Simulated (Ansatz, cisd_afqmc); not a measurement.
Species: SnSe, charge 0, singlet. SnSe (SMILES [Sn]=[Se]).
B3LYP-D3(BJ)/def2-TZVP minimum from Ansatz (a quantum-chemistry and plane-wave program):
```
Sn
Se 1 2.3464
```

Total energies in def2-SVP, 10 correlated electrons, 23 frozen orbitals. UHF or UKS for unpaired electrons; spin-orbit terms are left out. Correlated methods leave the cores frozen (noble-gas shells, and filled d and f shells in the p block). Past Kr the def2 sets carry scalar-relativistic core potentials. AFQMC/CISD: phaseless, guided by CISD from CCSD amplitudes; bars are statistical, one sigma. Outlying blocks are dropped, and bars are widened where a walk drifts. Over all cases where full CI ran beside it in this data, AFQMC minus full CI had a median of +0.1 mEh and passed +0.4 mEh in a tenth of the cases. Spin-orbit terms, left out, reach several kcal/mol for Br and I, and more for heavier atoms. The T1 diagnostic of SeSn ([Se]=[Sn], singlet) reaches 0.033 in the sets run.

The bar of a AFQMC/CISD walk is widened from 0.39 to 0.50 mEh, since its error had not levelled off in the blocking analysis.

```json
[
 {"method": "HF", "program": "Ansatz", "energy (Eh)": "-2612.94766", "minus CCSDTQ (mEh)": "208.64"},
 {"method": "MP2", "program": "Ansatz", "energy (Eh)": "-2613.12662", "minus CCSDTQ (mEh)": "29.68"},
 {"method": "CCSD", "program": "Ansatz", "energy (Eh)": "-2613.14310", "minus CCSDTQ (mEh)": "13.20"},
 {"method": "CCSD(T)", "program": "Ansatz", "energy (Eh)": "-2613.15440", "minus CCSDTQ (mEh)": "1.89"},
 {"method": "CCSDT(Q)", "program": "Ansatz", "energy (Eh)": "-2613.15648", "minus CCSDTQ (mEh)": "-0.19"},
 {"method": "CCSDTQ", "program": "Ansatz", "energy (Eh)": "-2613.15629", "minus CCSDTQ (mEh)": "0.00"},
 {"method": "AFQMC/CISD", "program": "cisd_afqmc", "energy (Eh)": "-2613.1555 ± 0.0006", "minus CCSDTQ (mEh)": "0.8 ± 0.6"}
]
```

Rough core times of Ansatz's runs on a shared machine: CCSD(T) under 20 s, CCSDT(Q) under 20 s, CCSDTQ 4 min.
